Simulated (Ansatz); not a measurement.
Born–Oppenheimer molecular dynamics of a periodic cell of 14 atoms, KH$_{8}$O$_{4}$F (packed as 4 H2O + 1 K + 1 F, density as packed 1.01 g/cm³ with natural masses). It starts from a partly relaxed structure (largest force component 0.23 eV/Å).

These are results of Ansatz, DFT PBE-D3(BJ), scalar-relativistic, plane waves, PAW, not measurements. Settings: accuracy low, cutoff 420 eV, k mesh 1x1x1, fermi-dirac smearing 0.05 eV, no spin polarisation.

| Property | Result |
| --- | --- |
| ensemble | NVT, Langevin thermostat |
| time step | 0.5 fs |
| steps asked | 300 |
| set temperature | 1500 K |
| friction | 0.02 /fs |
| masses | H 2.014 u |
| seed | 347347 |

First frame:

```xyz
14
Lattice="5.9740 0.0000 0.0000 0.0000 5.9740 0.0000 0.0000 0.0000 5.9740" Properties=species:S:1:pos:R:3
O 0.808 4.017 3.768
H 0.098 4.628 3.498
H 0.804 3.283 3.045
O -0.265 0.880 6.029
H 0.140 1.381 6.808
H 0.279 0.080 5.946
O 2.419 3.380 0.143
H 1.869 2.915 0.834
H 1.753 3.659 -0.527
O 3.340 5.113 2.878
H 2.444 4.857 3.209
H 3.265 4.931 1.918
K 4.163 1.865 4.086
F 0.827 2.203 2.036
```

(1) What does the run give?

(2) What happens to the structure?

(3) How do temperature and energy run in time?

Answers

(1) The run went to its last step.

```yaml
steps_done: 300
time_covered: 150 fs
mean_temperature_over_the_second_half: 1241 K
spread_of_the_potential_energy_over_the_second_half: 26.1 meV per atom
mean_potential_energy_of_the_second_half_above_the_start: 128.7 meV per atom
```

The mean temperature of the second half is 17 % below the set value. A run of 0.15 ps of so small a system gives no equilibrium averages. Limits of this set-up: coarse k mesh, low accuracy level.

(2) Mean squared displacements from the first frame to the last, about the centre of mass: O 0.32 Å², H 0.65 Å², K 0.35 Å², F 0.55 Å². The details hang on the random start.

(3) 
```tsv
time (fs)	T (K)	potential energy less start (eV)
0.0	1393	0.000
7.5	1181	0.558
15.0	1225	1.060
22.5	1069	1.364
30.0	1111	1.658
37.5	1180	1.504
45.0	1168	1.654
52.5	1218	1.626
60.0	908	1.971
67.5	1255	1.367
75.0	886	1.456
82.5	1129	1.481
90.0	1212	1.691
97.5	1040	1.758
105.0	1917	1.093
112.5	1473	1.554
120.0	1569	1.908
127.5	1081	2.341
135.0	1166	2.270
142.5	1213	2.017
150.0	948	2.221
```

Time of the run: 3.7 min on 1 thread of Arm Neoverse V2, on a shared host, peak memory 0.31 GiB.
